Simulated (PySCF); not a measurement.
Sn(Cl)(OMe) (CH₃ClOSn), SMILES C[O][Sn][Cl] (connectivity only; charge and spin as stated), neutral, multiplicity 1.

Coordinates come from a PBE0-D3(BJ)/def2-SVP optimisation. The def2 effective core potentials stand for the cores of Sn; spin–orbit coupling is left out. The values are those of a single conformer.

Method: PBE0-D3(BJ)/def2-SVP run with PySCF.

Frequencies are harmonic and unscaled.

```json
[
 {"mode": "1", "ν (cm⁻¹)": "101", "IR (km/mol)": "0.0", "Raman (Å⁴/amu)": "0.1", "depolarisation": "0.75", "moving atoms (share of kinetic energy)": "H 98 %"},
 {"mode": "2", "ν (cm⁻¹)": "132", "IR (km/mol)": "5.0", "Raman (Å⁴/amu)": "3.5", "depolarisation": "0.71", "moving atoms (share of kinetic energy)": "Cl 43 %, C 32 %, H 12 %, Sn 9 %"},
 {"mode": "3", "ν (cm⁻¹)": "144", "IR (km/mol)": "15.4", "Raman (Å⁴/amu)": "0.4", "depolarisation": "0.75", "moving atoms (share of kinetic energy)": "O 61 %, H 19 %, C 14 %"},
 {"mode": "4", "ν (cm⁻¹)": "261", "IR (km/mol)": "5.0", "Raman (Å⁴/amu)": "1.2", "depolarisation": "0.60", "moving atoms (share of kinetic energy)": "O 42 %, C 27 %, H 18 %, Sn 9 %"},
 {"mode": "5", "ν (cm⁻¹)": "343", "IR (km/mol)": "62.8", "Raman (Å⁴/amu)": "8.5", "depolarisation": "0.40", "moving atoms (share of kinetic energy)": "Cl 75 %, Sn 24 %"},
 {"mode": "6", "ν (cm⁻¹)": "528", "IR (km/mol)": "66.4", "Raman (Å⁴/amu)": "23.1", "depolarisation": "0.30", "moving atoms (share of kinetic energy)": "O 61 %, C 16 %, Sn 15 %"},
 {"mode": "7", "ν (cm⁻¹)": "1152", "IR (km/mol)": "211.3", "Raman (Å⁴/amu)": "15.8", "depolarisation": "0.39", "moving atoms (share of kinetic energy)": "O 48 %, C 42 %, H 10 %"},
 {"mode": "8", "ν (cm⁻¹)": "1170", "IR (km/mol)": "2.1", "Raman (Å⁴/amu)": "2.3", "depolarisation": "0.75", "moving atoms (share of kinetic energy)": "H 77 %, C 18 %"},
 {"mode": "9", "ν (cm⁻¹)": "1187", "IR (km/mol)": "7.2", "Raman (Å⁴/amu)": "6.1", "depolarisation": "0.14", "moving atoms (share of kinetic energy)": "H 68 %, C 20 %, O 11 %"},
 {"mode": "10", "ν (cm⁻¹)": "1460", "IR (km/mol)": "22.0", "Raman (Å⁴/amu)": "10.8", "depolarisation": "0.51", "moving atoms (share of kinetic energy)": "H 88 %, C 11 %"},
 {"mode": "11", "ν (cm⁻¹)": "1469", "IR (km/mol)": "5.8", "Raman (Å⁴/amu)": "43.2", "depolarisation": "0.65", "moving atoms (share of kinetic energy)": "H 97 %"},
 {"mode": "12", "ν (cm⁻¹)": "1474", "IR (km/mol)": "1.6", "Raman (Å⁴/amu)": "19.3", "depolarisation": "0.75", "moving atoms (share of kinetic energy)": "H 96 %"},
 {"mode": "13", "ν (cm⁻¹)": "3007", "IR (km/mol)": "94.7", "Raman (Å⁴/amu)": "227.3", "depolarisation": "0.06", "moving atoms (share of kinetic energy)": "H 98 %"},
 {"mode": "14", "ν (cm⁻¹)": "3093", "IR (km/mol)": "36.7", "Raman (Å⁴/amu)": "149.1", "depolarisation": "0.75", "moving atoms (share of kinetic energy)": "H 90 %, C 10 %"},
 {"mode": "15", "ν (cm⁻¹)": "3101", "IR (km/mol)": "18.9", "Raman (Å⁴/amu)": "76.6", "depolarisation": "0.49", "moving atoms (share of kinetic energy)": "H 90 %, C 10 %"}
]
```
